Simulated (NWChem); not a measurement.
Everything below was run with NWChem. System: H4Sn, charge 0, spin multiplicity 1, at a geometry optimised with B3LYP/def2-SVP with def2 effective core potentials on Sn. The structure started from a generated list of species. Level: TD-PBE/def2-SVPD with def2 effective core potentials on Sn.

Part of the output:

```
             Northwest Computational Chemistry Package (NWChem) 7.3.0
             --------------------------------------------------------

                                NWChem Input Module
                                -------------------

 Scaling coordinates for geometry "geometry" by  1.889725989
 (inverse scale =  0.529177249)

 Turning off AUTOSYM since
 SYMMETRY directive was detected!

                             Geometry "geometry" -> ""
                             -------------------------

 Output coordinates in angstroms (scale by  1.889725989 to convert to a.u.)

  No.       Tag          Charge          X              Y              Z
 ---- ---------------- ---------- -------------- -------------- --------------
    1 Sn                  50.0000     0.00000000     0.00000000     0.00000000
    2 H                    1.0000     1.40198600     0.00000000    -0.99134400
    3 H                    1.0000    -1.40198600     0.00000000    -0.99134400
    4 H                    1.0000     0.00000000     1.40198500     0.99134400
    5 H                    1.0000     0.00000000    -1.40198500     0.99134400

 Effective nuclear repulsion energy (a.u.)      62.7696180857

            Nuclear Dipole moment (a.u.)
            ----------------------------
        X                 Y               Z
 ---------------- ---------------- ----------------
     0.0000000000     0.0000000000     0.0000000000

      Symmetry information
      --------------------

 Group name             C2v
 Group number             16
 Group order               4
 No. of unique centers     3

      Symmetry unique atoms

     1    2    4


 Summary of "ao basis" -> "" (spherical)
 ------------------------------------------------------------------------------
       Tag                 Description            Shells   Functions and Types
 ---------------- ------------------------------  ------  ---------------------
 *                         def2-svpd                  on all atoms

 Summary of "ao basis" -> "ao basis" (spherical)
 ------------------------------------------------------------------------------
       Tag                 Description            Shells   Functions and Types
 ---------------- ------------------------------  ------  ---------------------
 Sn                        def2-svpd                12       32   5s4p3d
 H                         def2-svpd                 4        8   2s2p

 Summary of "ao basis" -> "ao basis" (spherical)
[...]
     Transition Moments   XX -0.00002  XY  0.00000  XZ  0.00113
     Transition Moments   YY  0.00002  YZ  1.89952  ZZ  0.00000
     Dipole Oscillator Strength                    0.0808739275
     Electric Quadrupole                           0.0000003768
     Magnetic Dipole                               0.0000000000
     Total Oscillator Strength                     0.0808743043

          sigma_e =   2.9393 Angstrom
          sigma_h =   1.6780 Angstrom
         |d_h->e| =   0.6743 Angstrom
            d_exc =   3.4691 Angstrom
            d_CD1 =   1.9355 Angstrom
            d_CD2 =  -1.6344 Angstrom
            d_CD3 =   4.1433 Angstrom
     Pearson C.C. =  -0.0126

     Occ.   11  b2  ---  Virt.   14  a1   0.94410 X
     Occ.   11  b2  ---  Virt.   15  a1  -0.21542 X
     Occ.   11  b2  ---  Virt.   20  a1  -0.11432 X
     Occ.   13  a1  ---  Virt.   17  b2  -0.21542 X
  ----------------------------------------------------------------------------
  Root   3 singlet b1             0.269666005 a.u.                7.3380 eV
  ----------------------------------------------------------------------------
     Transition Moments    X  0.67072   Y  0.00040   Z -0.00000
     Transition Moments   XX  0.00000  XY  0.00000  XZ -1.89952
     Transition Moments   YY -0.00000  YZ  0.00113  ZZ  0.00000
     Dipole Oscillator Strength                    0.0808751973
     Electric Quadrupole                           0.0000003768
     Magnetic Dipole                               0.0000000000
     Total Oscillator Strength                     0.0808755741

          sigma_e =   2.9393 Angstrom
          sigma_h =   1.6780 Angstrom
         |d_h->e| =   0.6743 Angstrom
            d_exc =   3.4691 Angstrom
            d_CD1 =   1.9355 Angstrom
            d_CD2 =  -1.6344 Angstrom
            d_CD3 =   4.1433 Angstrom
     Pearson C.C. =  -0.0126

     Occ.   12  b1  ---  Virt.   14  a1   0.94410 X
     Occ.   12  b1  ---  Virt.   15  a1   0.21542 X
     Occ.   12  b1  ---  Virt.   20  a1  -0.11432 X
     Occ.   13  a1  ---  Virt.   16  b1   0.21542 X
  ----------------------------------------------------------------------------
  Root   4 singlet b1             0.288199732 a.u.                7.8423 eV
  ----------------------------------------------------------------------------
     Transition Moments    X -0.00000   Y  0.00000   Z  0.00000
     Transition Moments   XX -0.00000  XY -0.00000  XZ -0.00001
     Transition Moments   YY  0.00000  YZ  0.00000  ZZ -0.00000
     Dipole Oscillator Strength                    0.0000000000
     Electric Quadrupole                           0.0000000000
     Magnetic Dipole                               0.0000051280
     Total Oscillator Strength                     0.0000051280

          sigma_e =   2.3582 Angstrom
          sigma_h =   1.7675 Angstrom
         |d_h->e| =   0.5304 Angstrom
            d_exc =   2.9020 Angstrom
            d_CD1 =   1.1211 Angstrom
            d_CD2 =  -1.5324 Angstrom
            d_CD3 =   3.4325 Angstrom
     Pearson C.C. =   0.0654

     Occ.   12  b1  ---  Virt.   15  a1   0.70687 X
     Occ.   13  a1  ---  Virt.   16  b1  -0.70686 X
  ----------------------------------------------------------------------------
  Root   5 singlet b2             0.288199768 a.u.                7.8423 eV
  ----------------------------------------------------------------------------
     Transition Moments    X -0.00000   Y -0.00000   Z -0.00000
     Transition Moments   XX -0.00000  XY -0.00003  XZ  0.00000
     Transition Moments   YY -0.00000  YZ -0.00002  ZZ -0.00000
     Dipole Oscillator Strength                    0.0000000000
     Electric Quadrupole                           0.0000000000
     Magnetic Dipole                               0.0000051280
     Total Oscillator Strength                     0.0000051280

          sigma_e =   2.3582 Angstrom
          sigma_h =   1.7675 Angstrom
         |d_h->e| =   0.5305 Angstrom
            d_exc =   2.9020 Angstrom
            d_CD1 =   1.1212 Angstrom
            d_CD2 =  -1.5324 Angstrom
            d_CD3 =   3.4325 Angstrom
     Pearson C.C. =   0.0654

     Occ.   11  b2  ---  Virt.   15  a1   0.70683 X
     Occ.   13  a1  ---  Virt.   17  b2  -0.70684 X

              Target root =      1
          Target symmetry = none
      Ground state energy =   -216.636927475037
        Excitation energy =      0.269665052074
     Excited state energy =   -216.367262422963

  stored tddft:energy   -216.36726242296271

 Task  times  cpu:       34.7s     wall:       34.7s

 Total times  cpu:       34.8s     wall:       34.8s
```

### Question
Write an NWChem input that would produce this output.

### Answer
This is not unique; one that fits is 
```
start mol
memory heap 200 mb stack 900 mb global 1100 mb
geometry units angstroms nocenter noautoz
  Sn     0.000000     0.000000     0.000000
  H      1.401986     0.000000    -0.991344
  H     -1.401986     0.000000    -0.991344
  H      0.000000     1.401985     0.991344
  H      0.000000    -1.401985     0.991344
  symmetry group C2v
end
basis spherical
  * library def2-svpd
end
ecp
  Sn library def2-ecp
end
dft
  xc xpbe96 cpbe96
  semidirect memsize 60000000 filesize 0
  iterations 100
end
tddft
  rpa
  nroots 5
  notriplet
  thresh 1e-4
end
task tddft energy
```
